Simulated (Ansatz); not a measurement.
Reaction: SiH3Cl (SMILES [SiH3]Cl) → SiH2Cl (SMILES [SiH2]Cl, doublet) + H (doublet) (the H-Si bond breaks)
Each species at its own B3LYP-D3(BJ)/def2-TZVP minimum (Ansatz, an electronic-structure program).

Wanted: bond dissociation energy (electronic), in kcal/mol. Open shells are spin-unrestricted; no spin-orbit coupling. CBS(X,Y): correlation extrapolated as X^-3, Hartree-Fock from the larger set (Q,5: extrapolated as (X+1)exp(-9√X)). A bracket is a step between two methods taken in the basis named. The functionals are non-relativistic, so their misses hold any scalar relativity. Double hybrids freeze cores in their MP2 part. '+ core + X2C': CCSD(T) terms for core correlation (cc-pwCVTZ, 1s frozen past Ne) and scalar relativity (cc-pVTZ-DK). Where a partner has so few electrons that a lower coupled-cluster level is exact, that level stands in.

CCSD(T)/CBS(cc-pV(Q+d)Z,cc-pV(5+d)Z) + [CCSDT(Q) - CCSD(T)]/cc-pV(T+d)Z + core + X2C (Ansatz) gives 96.7 kcal/mol.

**Question.** What does PBE/def2-TZVPD (Ansatz) give here, and how do the other levels compare?

**Answer.** PBE gives 89.8 kcal/mol, 6.9 kcal/mol below it. Differences of the others: B3LYP/def2-TZVPD (Ansatz) -2.4; B2PLYP/def2-TZVPD (Ansatz) -2.6; CCSD(T)/CBS(cc-pV(Q+d)Z,cc-pV(5+d)Z) + core + X2C (Ansatz) 0.1 kcal/mol. Nearer than PBE: B3LYP/def2-TZVPD, B2PLYP/def2-TZVPD, CCSD(T)/CBS(cc-pV(Q+d)Z,cc-pV(5+d)Z) + core + X2C.
